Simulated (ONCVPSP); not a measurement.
# Which change was made? (O, ONCV)

```json
{
 "Element": "oxygen",
 "Generator": "ONCVPSP 4.0.1",
 "Type": "optimised norm-conserving Vanderbilt (ONCV)",
 "Functional": "PBE",
 "Relativity": "scalar-relativistic",
 "Frozen core": "[He]",
 "Valence charge": "6",
 "Reference configuration": "2s1.5 2p4.5",
 "Partial waves": "2s: rc 0.90 bohr, ncon 4, nbas 7, qcut 7.1 1/bohr, 2 projectors, debl 1.4 Ha; 2p: rc 1.10 bohr, ncon 4, nbas 8, qcut 11.4 1/bohr, 2 projectors, debl 3 Ha",
 "Local potential": "polynomial inside 0.60 bohr (lpopt 5, dvloc0 3 Ha)",
 "Core correction": "Teter function fitted to the true core (icmod 2), fcfact 0.35"
}
```

Cutoffs, loose and tight: the cutoffs (Ha) at which the residual kinetic energy of the hardest occupied pseudo-wave falls to 1 and 0.1 mHa per electron. They do not see the model core or the augmentation charge, which bear on the density cutoff. Test errors are all-electron minus pseudo excitation energies from the reference, over the configurations 2s2 2p4; 2s2 2p3; 2s2 2p2; 2s0 2p6; variants that change the core or the reference have their own tests.

The base gives: outcome: generated; cutoff, loose: 102 Ha; cutoff, tight: 145 Ha; bound ghosts: none; GHOST(+) flags above zero: none; largest test error (meV): +95.

Question: After one change the result is: outcome: generated; cutoff, loose: 102 Ha; cutoff, tight: 322 Ha; bound ghosts: none; GHOST(+) flags above zero: none; largest test error (meV): +39. Which change was it?
A. all radii but the core radius scaled by about 1.05 (s 0.94, p 1.16 bohr); local potential polynomial inside 0.64 bohr (lpopt 5, dvloc0 3 Ha)
B. p: rc 1.24
C. reference 2s2 2p2
D. p: rc 0.74

Answer: D. The others give: p: rc 1.24 → outcome: generated; cutoff, loose: 102 Ha; cutoff, tight: 145 Ha; bound ghosts: none; GHOST(+) flags above zero: none; largest test error (meV): +128 | reference 2s2 2p2 → outcome: generated, projector energies reset by the program; cutoff, loose: 112 Ha; cutoff, tight: 148 Ha; bound ghosts: none; GHOST(+) flags above zero: none; largest test error (meV): +151 | all radii but the core radius scaled by about 1.05 (s 0.94, p 1.16 bohr); local potential polynomial inside 0.64 bohr (lpopt 5, dvloc0 3 Ha) → outcome: generated; cutoff, loose: 69 Ha; cutoff, tight: 131 Ha; bound ghosts: none; GHOST(+) flags above zero: none; largest test error (meV): +114.
